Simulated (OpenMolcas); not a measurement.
# Nb4+ in K2NaGaF6

Nb4+ with its 6 nearest fluoride ions at 1.972 Å, on the Ga site of K2NaGaF6 (a = 8.246 Å, distance in the model lattice 1.938 Å). The rest of the host is ab initio model potentials to 7.6 Å, with orthogonalisation functions on the cations behind the ligands, and point charges beyond; the distance is set by hand and nothing relaxes, and no local charge compensation is placed. Ligand basis ANO-RCC-VDZP.

```
Program             : OpenMolcas
Method              : SS-CASPT2, IPEA 0.25 Eh, imaginary shift 0.1 Eh (closed shells correlated: 4s 4p and the ligand valence shells)
Basis               : ANO-RCC-VTZP [7s6p4d2f1g]
Scalar Hamiltonian  : DKH2, point nucleus
Active space        : 1 electron in 5 orbitals (4d)
State averaging     : 2S+1 = 2 even, 5 roots
Spin-orbit coupling : RASSI with atomic mean-field integrals over the reference wave functions
```

The lowest spin-free states (labels of O, the rotations of Oh), above the lowest:

```tsv
State	Degeneracy	E (cm-1)
2T2	3	0
2E	2	34470
```

The lowest levels with spin-orbit coupling:

```tsv
E (cm-1)	Degeneracy	Label	2S+1	g
0	4	Γ8	2	
970	2	Γ7	2	1.88 1.88 1.88
34820	4	Γ8	2
```

Powder χT (cm3 K/mol): 0.00261 at 2 K, 0.00664 at 10 K, 0.0268 at 50 K, 0.052 at 100 K, 0.102 at 200 K, 0.152 at 300 K. The effective moment at 300 K is 2.828 √(χT) = 1.10 μB.

The lowest level has 2S+1 = 2, for which the spin-only value is χT = S(S+1) / 2 = 0.375 cm3 K/mol (g = 2). The computed 0.152 at 300 K differs by -0.223, through orbital momentum, spin-orbit coupling and any other state in reach. With a threefold ground state the orbital momentum is unquenched, so the spin-only value is not expected to hold.

The gap between the two states is 10Dq = 34466 cm-1.

Roots that are degenerate in the reference are averaged as groups; the widest CASPT2 spread within a group is 61 cm-1 (the 3-fold group of multiplicity 2 near 0 cm-1 above the lowest state of its run). Shifts and gaps below about the spread of the groups concerned are not significant. Over all roots computed the reference weight is 0.73; a low but even weight reflects the number of correlated electrons. An orbital triplet at a regular site is open to Jahn-Teller coupling, which can distort the site and quench the lowest spin-orbit gaps and is left out. The least metal-like active orbital is 79 % on the metal (Löwdin) and no ligand orbital is active, so the numbers are rough. Ligand-to-metal charge-transfer states are missing. With one d shell and no ligand orbital active, 10Dq can be off by a tenth or more. No measured value stands beside these numbers; the geometry was set by hand and not optimised.

The CASPT2 steps took 25 s on 1 thread of Arm Neoverse V1 (shared host); the integral step is not counted.
